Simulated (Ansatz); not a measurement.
System: C4H10Be, net charge 0, singlet state. 
Coordinates optimised at B3LYP-D3(BJ)/def2-TZVP (Ansatz, a quantum-chemistry and plane-wave program):
```xyz
15

Be     0.0000     0.0000     0.0000
C     -0.2735    -0.5904     1.5565
C      0.0569    -2.0805     1.7789
H     -1.3238    -0.4103     1.8228
H      0.3000     0.0165     2.2700
H     -0.1422    -2.3993     2.8058
H     -0.5320    -2.7259     1.1225
H      1.1088    -2.2946     1.5745
C      0.2735     0.5904    -1.5565
C     -0.0569     2.0805    -1.7789
H     -0.3000    -0.0165    -2.2700
H      1.3238     0.4103    -1.8228
H      0.1422     2.3993    -2.8058
H     -1.1088     2.2946    -1.5745
H      0.5320     2.7259    -1.1225
```

Atomisation energy built up term by term with Ansatz (kcal/mol; UHF references for open shells; valence terms freeze the core; atomic spin-orbit terms are left out; no core correlation term is included; no scalar relativity (X2C) term is included). CBS marks a two-point X^-3 extrapolation of the correlation energy; Hartree-Fock from the larger set.

| term | basis | kcal/mol |
|---|---|---|
| Hartree-Fock | def2-QZVPPD | 1034.43 |
| CCSD correlation | CBS(def2-TZVPPD,def2-QZVPPD) | 287.64 |
| (T) | CBS(def2-TZVPPD,def2-QZVPPD) | 15.95 |
| sum: De |  | 1338.0 |

(T) makes 1.2 % of the CCSD(T) atomisation energy; under 5 % is typical of single-reference molecules.
